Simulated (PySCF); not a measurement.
Compound: C3H8GeO.
Bonds: C1–C2 (double), C2–Ge3, Ge3–O4, O4–C5. Hydrogens: H6, H7 on C1; H8 on C2; H9, H10 on Ge3; H11, H12, H13 on C5.

Computed, not measured: PBE0-D3(BJ)/def2-SVP geometry optimisation, gas phase in PySCF.

Q: What internal coordinates does the optimisation give?

A: 
```csv
bond,length (Å),order
C1=C2,1.337,double
C2–Ge3,1.937,single
Ge3–O4,1.786,single
O4–C5,1.398,single
C1–H6,1.096,single
C1–H7,1.096,single
C2–H8,1.097,single
Ge3–H9,1.547,single
Ge3–H10,1.534,single
"C5–H11, C5–H12, C5–H13",1.106,single
```

Bonds in one row agree within 0.01 Å and their mean is given. Orders are formal, as drawn. A selection of angles:
```csv
angle,degrees
C2–C1–H6,122.3
C2–C1–H7,121.8
H6–C1–H7,115.9
C1–C2–Ge3,122.4
C1–C2–H8,119.0
Ge3–C2–H8,118.6
C2–Ge3–O4,110.0
C2–Ge3–H9,108.1
C2–Ge3–H10,113.1
O4–Ge3–H9,109.4
O4–Ge3–H10,103.5
H9–Ge3–H10,112.7
Ge3–O4–C5,120.0
O4–C5–H11,112.9
O4–C5–H13,108.5
H11–C5–H12,107.5
```

Dihedral angles: C1–C2–Ge3–O4 -117° (anticlinal); C2–Ge3–O4–C5 62° (synclinal). The mirror-image conformer, all signs reversed, is as good.

O4 (oxygen bonded to C and Ge) is bent (angle 120.0°). Ge3 (germanium bonded to C, O and 2 H) is distorted tetrahedral (angles from 103.5° to 113.1°).

Point group: C1 (no symmetry element, even within 0.4 Å). Not checked by PBE0-D3(BJ)/def2-SVP frequencies. The numbers are those of one conformer.
